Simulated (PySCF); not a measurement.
Species: C₇H₉FN₂.
Cartesian coordinates in Å at the GFN2-xTB level; atoms count from 1:
```
atom  x, y, z in Å
C1     2.8098   -0.1496   -0.5881
N2     2.0884   -0.4310    0.6406
N3     1.0775    0.4971    0.9256
C4    -0.1934    0.2409    0.4427
C5    -0.5920   -1.0603    0.1334
C6    -1.8821   -1.3150   -0.2854
C7    -2.7761   -0.2650   -0.3893
F8    -4.0434   -0.5118   -0.8034
C9    -2.4095    1.0325   -0.0839
C10   -1.1162    1.2822    0.3303
H11    2.1080   -0.2030   -1.4209
H12    3.2883    0.8414   -0.5946
H13    3.5739   -0.9117   -0.7215
H14    2.7281   -0.4648    1.4314
H15    1.3484    1.4800    0.8832
H16    0.1258   -1.8588    0.2268
H17   -2.2003   -2.3158   -0.5309
H18   -3.1291    1.8304   -0.1765
H19   -0.8158    2.2915    0.5729
```

Computed at PBE0/pcSseg-1 (PySCF, non-relativistic), with Q(14N) = 0.02044 b: N2, 14N (I = 1): χzz = -6.966 MHz, η = 0.455; N3, 14N (I = 1): χzz = -6.817 MHz, η = 0.345.

Where would the pure quadrupole (NQR) lines of 14N at N2 fall for the rigid, isolated species?

From ν± = (3/4)|χ|(1 ± η/3) and ν0 = |χ|η/2: ν+ 6.018 MHz, ν− 4.432 MHz, ν0 1.586 MHz (hydrazine nitrogen).

Find the zero-field quadrupole resonance frequencies of 14N at N3.

From ν± = (3/4)|χ|(1 ± η/3) and ν0 = |χ|η/2: ν+ 5.701 MHz, ν− 4.524 MHz, ν0 1.177 MHz (hydrazine nitrogen).

In a crystal, neighbours and librations shift these lines. GFN2-xTB bond lengths can be off by several hundredths of an ångström, more for odd bonds, and the gradients follow them. The small basis limits the accuracy of the gradients.

One conformer stands for the species.
